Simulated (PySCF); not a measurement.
O₂W, neutral, multiplicity 3. Atoms are numbered in the order given.

```xyz
3

W      0.0000     0.0000     0.1676
O      0.0000     1.4326    -0.7753
O      0.0000    -1.4326    -0.7753
```
Charge 0, spin multiplicity 3.

The structure is a stationary point at B3LYP-D3(BJ)/def2-TZVP. The spin state was assumed, not searched. The def2 effective core potentials stand for the cores of W; spin–orbit coupling is left out.

These are CAM-B3LYP/def2-TZVPD (PySCF) values and carry that method's errors.

Computed frontier levels, dipole moment and polarisability:
The α spin, highest occupied and lowest empty level is -7.98 and -2.56 eV, the β spin, highest occupied and lowest empty level is -10.44 and -2.99 eV and the dipole moment is 4.36 D. The quadrupole, principal values (traceless, Buckingham form, about the centre of nuclear charge) is -7.71, 3.78, 3.92 D·Å and the mean static polarisability is 51.6 bohr³ (7.65 Å³). The polarisability, principal values comes out as 50.4, 50.9, 53.5 bohr³ and the ⟨S²⟩ is 2.009 (pure state 2.00).
